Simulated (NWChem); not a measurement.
A series in which one site is exchanged, each optimised at PBE0/def2-SVP with NWChem, gas phase unless a solvent is named. All stand in one matching conformer (torsions within 35°), which need not be the lowest. For some, no frequency run checked for a minimum. def2 effective core potentials on Cd; no spin-orbit coupling.

A: [SH][Cd][Cl] (CdHSCl; site = Cd)
B: [Ca]([SH])[Cl] (CaHSCl; site = Ca)
C: [SH][Zn][Cl] (ZnHSCl; site = Zn)
D: [SH][Be][Cl] (BeHSCl; site = Be)

| quantity | A | B | C | D |
|---|---|---|---|---|
| dipole (D), PBE0/def2-SVP | [?] | 2.04 | 1.26 | 1.06 |
| orbital gap (eV), PBE0/def2-SVP | [?] | 4.51 | 6.31 | 7.23 |
| static polarisability, PBE/def2-SVPD (bohr³) | [?] | 72.9 | 62.9 | 52.4 |
| lowest singlet excitation, PBE/def2-SVPD, TDA (eV) | [?] | 2.84 | 4.38 | 5.17 |

What belongs in the gaps?


- dipole (D), PBE0/def2-SVP, A: 1.43
- orbital gap (eV), PBE0/def2-SVP, A: 5.73
- static polarisability, PBE/def2-SVPD (bohr³), A: 71.2
- lowest singlet excitation, PBE/def2-SVPD, TDA (eV), A: 3.85
